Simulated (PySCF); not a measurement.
Fill in the blanks.

Compound: C5H5F3Si.
SMILES: `CC1=CC(F)=C[Si]1(F)F`

```json
{"property": "point group of the GFN2-xTB geometry", "level": "GFN2-xTB", "value": "?"}
{"property": "rotational constants A, B, C of the GFN2-xTB geometry", "level": "GFN2-xTB", "value": "?"}
{"property": "dipole moment", "level": "PBE0/pcSseg-1", "value": "?"}
{"property": "HOMO energy", "level": "PBE0/pcSseg-1", "value": "-7.11 eV"}
{"property": "LUMO energy", "level": "PBE0/pcSseg-1", "value": "?"}
{"property": "13C chemical shifts (computed TMS as zero) by class", "level": "GIAO PBE0/pcSseg-1", "value": "187.0 (1 C), 152.4 (1 C), 144.2 (1 C), 89.8 (1 C), 20.9 (1 C) ppm"}
{"property": "1H chemical shifts (computed TMS as zero) by class", "level": "GIAO PBE0/pcSseg-1", "value": "?"}
{"property": "isotropic shieldings of nuclei other than C and H, by class", "level": "GIAO PBE0/pcSseg-1", "value": "?"}
```

Gas-phase values; electronic properties from PySCF, density fitting. Isolated species at its GFN2-xTB geometry, gas phase.

Question: The rotational constants A, B, C of the GFN2-xTB geometry?

Answer: 1.935, 1.091, 0.834 GHz.

Question: Give the LUMO energy.

Answer: -2.28 eV.

Question: Give the 1H chemical shifts (computed TMS as zero) by class.

Answer: 6.37 (1 H), 4.32 (1 H), 2.02 (3 H) ppm.

Question: What are the isotropic shieldings of nuclei other than C and H, by class?

Answer: 246 (1 F), 346 (2 F), 369 (1 Si) ppm.

Question: What is the dipole moment?

Answer: 2.09 D.

Question: The point group of the GFN2-xTB geometry?

Answer: Cs.

The dipole equals about 7.0 × 10⁻³⁰ C·m (1 D = 3.33564 × 10⁻³⁰ C·m). The rotational constants make it an asymmetric top with κ = (2B − A − C)/(A − C) = -0.53, nearer the prolate limit (−1). A dipole of 2.09 D is allowed in Cs, and pure rotational transitions are dipole-allowed. With B = h/(8π²I), that is 505.379 GHz u Å² over I, the principal moments of inertia are 261.2, 463.2 and 605.9 u Å² (most abundant isotopes).

For the NMR shielding job (PBE0/pcSseg-1), the run took 24 s on one thread of an Arm Neoverse V2, no GPU, shared host.
